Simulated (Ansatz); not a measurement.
Reaction (atomization): `[AlH2][BH][GeH3]` → Al• + B• + Ge• + 6 H•

Calculated with Ansatz (gas phase, PBE0-D4/def2-TZVP geometries, no zero-point term in ΔE). CCSD(T)/CBS adds triple-zeta CCSD(T) − MP2 to the extrapolated MP2 energy (def2 sets, frozen cores). This one scheme is used for every species, atoms too. Functionals use def2-TZVPP. B3LYP here is the variant with VWN-RPA as its local correlation; programs differ in this. HSE06 is defined as in plane-wave codes. No spin–orbit coupling; open shells (•) take unrestricted orbitals. Spin–orbit coupling would lower the free atoms: a little for Al, B; clearly for Ge. For Ge outer-core shells are correlated without core-valence functions, so the limit isn't a true one: a few kJ/mol of doubt a bond, and 10 to 20 or more in all where bonds break to atoms. Scalar relativity is left out up to krypton.

What is ΔE at CCSD(T)/CBS? (Estimate.)

Ansatz gave: +2349.2 kJ/mol.

What do these levels give: B3LYP-D4, ωB97X-V, HSE06, LC-ωPBE, MP2/def2-SVP, SCS-MP2/def2-QZVPP? (Estimate.)

Ansatz gave: B3LYP-D4 2342.9, ωB97X-V 2368.5, HSE06 2306.6, LC-ωPBE 2326.0, MP2/def2-SVP 2197.0, SCS-MP2/def2-QZVPP 2332.4 kJ/mol.

Largest T1 diagnostic among the species: 0.018.

From BLYP to BHLYP (50 % exact exchange), in def2-TZVPP and without D4, ΔE moves by +30.4 kJ/mol. At CCSD(T), def2-SVP lies −125.7 kJ/mol from the extrapolated value and def2-TZVPP −42.8 kJ/mol: correlation converges slowly with the basis, and small sets miss more of it in the bonded molecule than in its fragments. The D4 term adds +24.3 kJ/mol with B3LYP and +12.7 kJ/mol with PBE0; it sums over pairs of atoms, weighted by their polarisabilities, and B3LYP, whose exchange is more repulsive, gets the larger term.

For atomizations the MP2-based limit and the directly extrapolated one differ by several kJ/mol either way, and by 10 to 25 for some Ge, Se and Sn compounds, so smaller differences from it don't rank the levels.
